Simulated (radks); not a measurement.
Removal energies from the rubidium ion Rb3+, [Ar] 3d10 4s2 4p(1/2: 2, 3/2: 2), by Delta-SCF beside the eigenvalue of the level emptied. Method: Dirac Kohn-Sham, relativistic LDA (MacDonald-Vosko exchange, VWN5 correlation), spin-unpolarised, spherical densities, finite nucleus; Fermi nuclear charge, rms radius of each element as measured or else 0.836 A^(1/3) + 0.57 fm; computed with a radial shooting solver on a logarithmic mesh with Libxc functionals. Sub-shells are occupied by j as written (lower j first in brackets).

removed from                             final configuration  Delta-SCF (eV)  -eigenvalue (eV)
4p3/2                       [Ar] 3d10 4s2 4p(1/2: 2, 3/2: 1)          53.318            46.496
4p1/2                       [Ar] 3d10 4s2 4p(1/2: 1, 3/2: 2)          54.516            47.591
4s1/2                       [Ar] 3d10 4s1 4p(1/2: 2, 3/2: 2)          71.619            64.057
3d5/2         [Ar] 3d(3/2: 4, 5/2: 5) 4s2 4p(1/2: 2, 3/2: 2)          154.98            139.02
